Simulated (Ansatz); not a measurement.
Correlation energies of H$_{8}$N$_{4}$Si, SMILES `N[Si](N)(N)N` by basis set

```xyz
13

N    -1.142    0.658    1.100
Si    0.000    0.000    0.000
N     1.536    0.763    0.083
N     0.041   -1.653    0.461
N    -0.435    0.232   -1.644
H    -1.246    1.655    1.186
H    -2.015    0.183    1.262
H     2.121    0.635    0.891
H     1.666    1.675   -0.324
H     0.114   -1.901    1.434
H     0.498   -2.331   -0.125
H     0.235    0.043   -2.372
H    -1.374    0.041   -1.951
```

Total charge 0; spin multiplicity 1. The structure was optimised at the PBE0-D4/def2-TZVP level. It is one conformer, not always the lowest. Frozen core, restricted reference, Ansatz 0.2.0. CBS rows extrapolate triple and quadruple zeta; past MP2 they add the triple-zeta difference.

```json
{"basis": "def2-SVP", "HF (Eh)": "-511.25914", "MP2 corr.": "-0.77657"}
{"basis": "def2-TZVPP", "HF (Eh)": "-511.65099", "MP2 corr.": "-0.98209"}
{"basis": "def2-QZVPP", "HF (Eh)": "-511.67235", "MP2 corr.": "-1.05458"}
```

Estimate the CCSD correlation energy and the (T) correction in each basis where they were run (hartree).


| basis | CCSD corr. | (T) |
| --- | --- | --- |
| def2-SVP | -0.82386 | -0.02005 |
| def2-TZVPP | -1.01703 | -0.03831 |
| CBS(def2) | -1.14322 | as TZ |
